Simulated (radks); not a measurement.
The numbers below are computed, except where a source is named.
Initial-state core-level shifts of neutral ruthenium when its valence configuration changes from [Kr] 4d7 5s1. Code: a radial shooting solver on a logarithmic mesh with Libxc functionals. Model: Dirac Kohn-Sham, PBEsol, spin-unpolarised, spherical densities, finite nucleus; open shells fill j = l - 1/2 first; Fermi nuclear charge, rms radius 4.4809 fm. Shifts are changes of the shell-averaged eigenvalues in eV (positive: less bound); the change of the density at the nucleus, which sets a Mossbauer isomer shift, is in e/bohr^3, on a base of 1.099e+05.

| valence | 2s | 2p | 3s | 3p | density at nucleus |
|---|---|---|---|---|---|
| 4d5 5s1 5p2 | -10.432 | -10.393 | -10.296 | -10.296 | +10.88 |
| 4d6 5s1 5p1 | -5.017 | -5.000 | -4.978 | -4.978 | +4.82 |
| 4d6.5 5s1.5 | -1.720 | -1.712 | -1.697 | -1.697 | +8.84 |
| 4d6.5 5s1 5p0.5 | -2.466 | -2.459 | -2.454 | -2.454 | +2.26 |
| 4d5 5s0.5 5p2.5 | -11.091 | -11.051 | -10.962 | -10.962 | +1.65 |
| 4d6 5s2 | -3.602 | -3.585 | -3.545 | -3.546 | +18.98 |
| 4d5 5s2 5p1 | -9.186 | -9.149 | -9.036 | -9.036 | +28.03 |
| 4d8 | +2.907 | +2.893 | +2.887 | +2.888 | -14.26 |
| 4d7 5p1 | -1.450 | -1.452 | -1.474 | -1.474 | -13.24 |
